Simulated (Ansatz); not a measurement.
A basis-limit estimate, worked out

An elementary step of SiH4SO2, singlet (SiH₄SO₂ ([OH][SiH]([OH])[SH]) → SiH₂SO₂ ([OH][Si]([OH])[S]) + H₂; bonds formed: H2–H4; bonds broken: Si1–H2, S3–H4). “Start” is the structure reached by relaxing down from the saddle towards the reactants; PBE0-D4/def2-TZVP structures. The saddle:

```csv
atom,x (Å),y (Å),z (Å)
Si1,-0.2200,-0.0756,0.1237
H2,0.9942,-0.8496,-0.7662
S3,-1.6572,-1.1949,-0.6957
H4,0.1186,-1.2686,-1.0191
O5,0.0347,1.4847,-0.2565
O6,0.3039,-0.2970,1.6367
H7,-0.4312,1.8065,-1.0320
H8,0.8571,0.3945,2.0092
```

Computed with Ansatz 0.2.0 (basis: def2-TZVPP and def2-QZVPP); correlated methods freeze the cores.

Energies in eV:

| quantity | saddle | start |
| --- | --- | --- |
| Hartree–Fock, triple zeta (X = 3) | -22821.13247 | -22823.75681 |
| Hartree–Fock, quadruple zeta (X = 4) | -22821.90253 | -22824.52760 |
| MP2 correlation, X = 3 | -21.84652 | -21.21231 |
| MP2 correlation, X = 4 | -23.66887 | -23.00663 |
| CCSD(T) correlation, X = 3 | -23.43913 | -22.88806 |

(1) Work out the barrier at the basis limit: extrapolate Hartree–Fock as E(X) = E∞ + A exp(−7.88 √X) and the MP2 correlation as E(X) = E∞ + B X^−2.97 (the exponents that Neese and Valeev fitted for def2-TZVPP and QZVPP), then add CCSD(T) − MP2 in triple zeta.

No T1 diagnostic of these runs exceeds 0.014.

Answers

(1) Each step is linear, so take the differences first (saddle − start): Hartree–Fock 2.62434 (X = 3) and 2.62507 (X = 4); MP2 correlation -0.63421 and -0.66224; CCSD(T) correlation -0.55107.
Two points give E∞ = E(4) + w [E(4) − E(3)], with w = 1/(exp(7.88 (2 − √3)) − 1) = 0.1377 for Hartree–Fock and w = 1/((4/3)^2.97 − 1) = 0.7407 for the correlation.
Hartree–Fock: 2.62507 + 0.1377 × 0.00073 = 2.6252 eV.
MP2 correlation: -0.66224 + 0.7407 × (-0.02803) = -0.6830 eV.
CCSD(T) − MP2: -0.55107 − (-0.63421) = 0.0831 eV.
Sum: 2.6252 + (-0.6830) + 0.0831 = 2.0253 eV, or 46.70 kcal/mol. Plain CCSD(T) in triple zeta gives 2.0733 eV, so the larger basis shifts the result by -0.0480 eV.

Labels in which every atom is bracketed show which atoms are joined, not bond orders.

For scale, one of the runs: CCSD(T)/def2-TZVPP, 202 basis functions, launched by `ansatz run in.yaml --threads 4 --pin off --events-out ev --progress --plain --max-ram 9574MiB`. Time: 58 s of wall clock on 4 CPU threads of an Arm Neoverse V1; the host was shared. Peak host memory: 2.5 GiB.
